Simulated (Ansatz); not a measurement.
Gas-phase electronic energies from Ansatz, PBE0-D4/def2-TZVP geometries. CBS: MP2 limit from def2 TZ/QZ plus the TZ coupled-cluster correction, frozen cores. This one scheme is used for every species. Functionals use def2-TZVPP. B3LYP here is the variant with VWN-RPA as its local correlation; programs differ in this. Each species was taken in one conformer, which may not be the lowest.

`N[SiH](C=O)CCl` → `O=CCCl` + `N[SiH]`  (silylene formation by 1,1-elimination)

`N[SiH](C=O)CCl`:

Z-matrix (Å, degrees):
```
Si
C 1 1.925
N 1 1.701 2 103.1
C 1 1.884 2 107.7 3 -120.4
H 1 1.488 2 110.7 3 123.7
O 2 1.209 1 119.6 3 -2.8
H 2 1.113 1 121.1 3 176.2
H 3 1.009 1 117.0 2 2.9
H 3 1.004 1 124.8 2 155.6
Cl 4 1.790 1 107.4 2 -63.2
H 4 1.090 1 112.3 2 55.2
H 4 1.091 1 113.0 2 178.2
```

`O=CCCl`:

Z-matrix (Å, degrees):
```
C
C 1 1.509
Cl 1 1.772 2 111.0
H 1 1.093 2 108.9 3 118.6
H 1 1.089 2 110.2 3 -121.6
O 2 1.196 1 122.3 3 151.3
H 2 1.109 1 115.3 3 -29.6
```

`N[SiH]`:

```xyz
5

N     0.034   -0.521    0.213
Si   -0.817    0.600   -0.753
H     0.893   -0.348    0.711
H    -0.295   -1.465    0.342
H     0.185    1.734   -0.512
```

CCSD(T)/CBS gives +1.63 eV.

Q: Another level gave +1.55 eV. Which?
A. PBE0-D4/def2-TZVPP
B. r2SCAN-D4/def2-TZVPP
C. HF/def2-TZVPP
D. B3LYP-D4/def2-TZVPP

A: D. B3LYP-D4 1.55, PBE0-D4 1.67, HF/def2-TZVPP 1.39, r2SCAN-D4 1.73 eV.

Largest T1 diagnostic among the species: 0.015.

The D4 term adds +0.19 eV with B3LYP and +0.11 eV with PBE0; it sums over pairs of atoms, weighted by their polarisabilities, and B3LYP, whose exchange is more repulsive, gets the larger term. From PBE to PBE0 (25 % exact exchange), in def2-TZVPP and without D4, ΔE moves by +0.13 eV. In def2-TZVPP, CCSD(T) changes the Hartree–Fock value by +0.15 eV (the triples alone add +0.03 eV) and MP2 by +0.30 eV.
